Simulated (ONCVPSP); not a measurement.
Lu, ONCV: configuration errors across variants

| Quantity | Value |
| --- | --- |
| Element | Lu (Z = 71) |
| Generator | ONCVPSP 4.0.1 |
| Type | optimised norm-conserving Vanderbilt (ONCV) |
| Functional | PW91 |
| Relativity | scalar-relativistic |
| Frozen core | [Kr] |
| Valence charge | 35 |
| Reference configuration | 4d10 4f14 5s2 5p6 5d1 6s1.5 (charge +0.5) |
| Partial waves | 5s+6s: rc 2.00 bohr, ncon 5, nbas 8, qcut 7.7 1/bohr, 2 projectors; 5p: rc 1.35 bohr, ncon 4, nbas 8, qcut 6.8 1/bohr, 2 projectors, debl 2.2 Ha; 4d+5d: rc 1.05 bohr, ncon 4, nbas 9, qcut 14.2 1/bohr, 2 projectors; 4f: rc 0.90 bohr, ncon 4, nbas 8, qcut 23 1/bohr, local |
| Local potential | the f channel |
| Core correction | Teter function, fcfact 5.5, rcfact 1.1 |

All-electron excitation energies from the reference (eV): (1) 4d10 4f14 5s2 5p6 5d1 6s2 -3.012; (2) 4d10 4f14 5s2 5p6 5d1 6s1 4.403; (3) 4d10 4f14 5s2 5p6 5d1 6s0 17.704; (4) 4d10 4f13 5s2 5p6 5d2 6s1 15.820.

A true bound ghost makes a file unfit for plane-wave use even where its test errors are small: the radial tests pick states by their node count and pass the ghost by.

Errors AE − PS in meV (a dash: test not solved or not reliable):

```csv
change,(1),(2),(3),(4),bound ghosts,GHOST(+) flags above zero
base,+1.1,-1.6,-6.6,+10,"s, p",s
"core correction Teter function, fcfact 5.5, rcfact 0.98",+1.1,-1.6,-6.6,+10,"s, p",s
"core correction Teter function, fcfact 5.5, rcfact 1.08",+1.1,-1.6,-6.6,+11,"s, p",s
"core correction Teter function, fcfact 5.5, rcfact 1.22",+1.1,-1.6,-6.6,+10,"s, p",s
"core correction Teter function, fcfact 5.5, rcfact 1.32",+1.1,-1.6,-6.6,+9.9,"s, p",s
"core correction Teter function, fcfact 5.5, rcfact 1.5",+1.1,-1.6,-6.6,+9.1,"s, p",s
"core correction Teter function, fcfact 5.5, rcfact 1.66",+1.1,-1.6,-6.6,+7.5,"s, p",s
"core correction Teter function, fcfact 5.5, rcfact 1.88",+1.1,-1.6,-6.6,+3.9,"s, p",s
"core correction Teter function, fcfact 5.5, rcfact 2.02",+1.1,-1.6,-6.7,+0.7,"s, p",s
```

Question: Give the same row for: core correction Teter function, fcfact 5.5, rcfact 1.8.

Answer: +1.1, -1.6, -6.7, +5.4; bound ghosts: s, p; GHOST(+) flags above zero: s.
